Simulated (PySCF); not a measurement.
# Basis and Hamiltonian dependence of the excitation energy of Ru(2+)

Ru(2+) [Kr] 4d6 (5D) → Ru(2+) [Kr] 4d5 5s1, s spin flipped. All values are computed (PySCF 2.14, energy differences of UHF-based or UKS calculations, no spin-orbit coupling). Values in eV.

| basis | Hamiltonian | functions | UHF | LDA | PBE0 | MP2 (valence) |
| --- | --- | --- | --- | --- | --- | --- |
| aug-cc-pVDZ-PP with ECP28MDF | ECP | 54 | 4.342 | 4.623 | 4.969 | 4.566 |
| aug-cc-pwCVDZ-PP with ECP28MDF | ECP | 70 | 4.171 | 4.474 | 4.824 | 4.475 |
| x2c-TZVPPall | spin-free X2C | 79 | 4.274 | 4.831 | 5.033 | 4.687 |
| aug-cc-pVTZ-DK | spin-free X2C | 102 | 4.258 | 4.728 | 4.962 | 4.606 |
| x2c-QZVPPall | spin-free X2C | 118 | 4.261 | 4.759 | 4.978 | 4.644 |

Frozen in the all-electron rows: valence: [Kr]; with a core potential, the same shells as far as they lie outside it.

In the upper determinant the s electron has its spin opposite to the other open shell, which mixes two multiplicities.
